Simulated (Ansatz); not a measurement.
Diatomic LiS, multiplicity 2 (lowest of 2S+1 = 2, 4 at CCSD(T)/def2-TZVPP on PBE0 minima; our sources give no spin for the ground state, which may be another).

D_e counts from the fitted minimum to each atom's lowest state at the same level, without counterpoise.

Correlated levels freeze the inner cores; with def2 sets outer-core shells near the valence are correlated too.

Run with Ansatz (Gaussian orbitals). Values without a source in brackets are computed.

```csv
level,bond energy D_e (kcal/mol)
PBE/def2-TZVPP,72.89
r2SCAN/def2-TZVPP,74.05
B97M-V/def2-TZVPP,76.62
CAM-B3LYP/def2-TZVPP,73.45
wB97X-V/def2-TZVPP,74.54
wB97M-V/def2-TZVPP,76.76
CCSD/def2-TZVPP,[?]
CCSD(T)/def2-TZVPP,68.54
CCSD(T)/def2-QZVPP,73.16
```

Q: Complete the blanks.

A: 
- CCSD/def2-TZVPP, bond energy D_e (kcal/mol): 67.17

Ansatz is a quantum-chemistry and plane-wave program.
